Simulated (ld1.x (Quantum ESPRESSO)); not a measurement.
**Se (Z = 34), RRKJ: configuration errors across variants**

* Element: Se
* Generator: ld1.x (Quantum ESPRESSO) 7.5
* Type: norm-conserving RRKJ (Kleinman–Bylander form)
* Functional: PBE
* Relativity: scalar-relativistic
* Frozen core: [Ar] 3d10
* Valence charge: 6
* Reference configuration: 4s1.5 4p4.5
* Partial waves: 4p (bound): rc 1.45 bohr; 4s (bound): rc 1.25 bohr
* Local potential: the s channel
* Core correction: Bessel-smoothed model core inside 0.80 bohr

All-electron excitation energies from the reference (eV): (1) 4s2 4p4 -5.414; (2) 4s2 4p3 5.430; (3) 4s2 4p2 25.779; (4) 4s1 4p5 5.467; (5) 4s2 4p3.5 -1.105; (6) 4s0 4p6 16.550; (7) 4s2 4p1 56.647.

5 further variants failed, have other tests or too few solved ones, and are left out.

A true bound ghost makes a file unfit for plane-wave use even where its test errors are small: the radial tests pick states by their node count and pass the ghost by.

Errors AE − PS in meV (a dash: test not solved or not reliable):

```csv
change,(1),(2),(3),(4),(5),(6),(7),bound ghosts
base,-1.9,-3.9,-18,-2.9,-2.0,-26,-50,p
core correction Bessel-smoothed model core inside 1.24 bohr,-1.8,-3.9,-17,-2.8,-2.0,-25,-49,p
"all radii but the core radius scaled by about 0.91 (s 1.14, p 1.32 bohr)",-2.8,-5.4,-29,-4.2,-2.0,-42,-69,p
```

(1) Give the same row for: wave 4s (bound): rc 1.25 bohr becomes 4s (bound): rc 1.10 bohr.

## Answers

(1) -3.9, -7.9, -30, -5.3, -4.1, -54, -65; bound ghosts: p.
